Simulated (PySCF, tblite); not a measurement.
Parent: `[CH3:1][P:2]([PH2:3])[C:4]([CH3:5])([CH3:6])[CH3:7]` with C1–P2–P3–H -68° and -159°, C5H14P2.

Computed geometry: GFN2-xTB, gas phase. One conformer each, not checked by frequencies here.

| coordinate of the parent | value |
| --- | --- |
| C1–P2 | 1.857 Å |
| P2–P3 | 2.175 Å |
| P2–C4 | 1.897 Å |
| C4–C5 | 1.529 Å |
| C4–C6 | 1.525 Å |
| C4–C7 | 1.529 Å |
| C1–P2–P3 | 97.2° |
| C1–P2–C4 | 101.7° |
| P3–P2–C4 | 99.3° |
| P2–C4–C5 | 106.4° |
| P2–C4–C6 | 114.1° |
| P2–C4–C7 | 107.1° |
| C5–C4–C6 | 109.6° |
| C5–C4–C7 | 109.3° |
| C6–C4–C7 | 110.1° |

Task: How does the shared frame change in `[CH3:1][C:2]([CH3:3])([CH3:4])[P@:5]([CH3:6])([PH2:7])=[S:8]` with C2–P5–P7–H 171° and -97°, C5H14P2S? Atoms pair as C1 = C6, P2 = P5, P3 = P7, C4 = C2, C5 = C1, C6 = C3, C7 = C4 (parent first).

Result: 
```csv
parent,relative,value in the relative,change
C1–P2,C6–P5,1.843 Å,-0.014
P2–P3,P5–P7,2.205 Å,+0.030
P2–C4,P5–C2,1.884 Å,-0.013
C4–C5,C2–C1,1.525 Å,-0.004
C4–C6,C2–C3,1.522 Å,-0.003
C4–C7,C2–C4,1.523 Å,-0.006
C1–P2–P3,C6–P5–P7,102.1°,+4.9
C1–P2–C4,C6–P5–C2,106.0°,+4.3
P3–P2–C4,P7–P5–C2,103.4°,+4.1
P2–C4–C5,P5–C2–C1,105.4°,-1.0
P2–C4–C6,P5–C2–C3,110.5°,-3.6
P2–C4–C7,P5–C2–C4,108.0°,+0.9
C5–C4–C6,C1–C2–C3,110.7°,+1.1
C5–C4–C7,C1–C2–C4,110.5°,+1.2
C6–C4–C7,C3–C2–C4,111.6°,+1.5
```

Of the parent's bonds, P2–P3 changes most (+0.030 Å). Bonds of the relative outside the shared frame: P5=S8 1.948 Å. Point group C1 → C1.
